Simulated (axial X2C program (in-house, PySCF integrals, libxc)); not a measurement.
# SrS²⁺: from Re and ωe to a spectrum

A bond curve at the PBE0 level, with spin–orbit coupling, was computed with an in-house relativistic program for diatomic molecules (basis Sr dyall-v3z [13s12p8d3f], S dyall-v3z [8s7p2d1f] (cores contracted in-house)) for the state Ω = 1 (⟨Sz⟩ = 1.00, ⟨Lz⟩ = 0.00 at PBE0). Its fit gives Re = 3.0510 Å, ωe = 181.7 cm⁻¹, ωexe = 0.869 cm⁻¹ and αe = 4.916e-04 cm⁻¹; the masses are 87.9056 and 31.9721 u. Two-component means X2C with spin–orbit coupling and atomic mean-field Coulomb and Gaunt terms.

Question: Find the reduced mass, Be and the force constant.

Answer: From the PBE0 values: μ = 23.4449 u. Be = 16.8576/(μ Re²) = 0.07724 cm⁻¹. k = 5.8918×10⁻⁷ μ ωe² = 0.456 mdyn/Å.

Question: Estimate the centrifugal constant by the Kratzer relation.

Answer: D = 4Be³/ωe² = 5.58e-08 cm⁻¹.

Question: A Morse curve ties αe to the other constants (Pekeris). How well does that hold?

Answer: αe(Morse) = 6Be²/ωe × (√(ωexe/Be) − 1) = 4.638e-04 cm⁻¹; the PBE0 curve gives 4.916e-04 cm⁻¹, a ratio of 0.94.

Question: Estimate De from a Morse curve and compare with the computed well depth of 0.695 eV to Sr+ + S+.

Answer: De(Morse) = ωe²/(4ωexe) = 1.178 eV against 0.695 eV computed, a ratio of 1.69. The extrapolation overshoots: the well softens faster than a Morse curve, or the lowest atomic limit lies below the one to which the curve heads.

Question: Where do the fundamental and the first overtone lie?

Answer: ν(1←0) = ωe − 2ωexe = 180.0 cm⁻¹; ν(2←0) = 2ωe − 6ωexe = 358.2 cm⁻¹.

The state is one determinant whose occupation by symmetry is held fixed; it was picked as the lowest of a PBE0 search that is not exhaustive. Dissociation energies refer to the lowest single-determinant-based atoms at the same level and basis. Density functionals use the spin component along the axis (collinear). With several unpaired electrons one determinant need not be a pure state. Open-shell Ω = 0 determinants with evenly filled partner blocks cannot be reached by this program, so the Ω shown need not be the lowest component. This is the Ω = 1 component of a π² triplet; the 0⁺ component is not one determinant and can lie lowest.
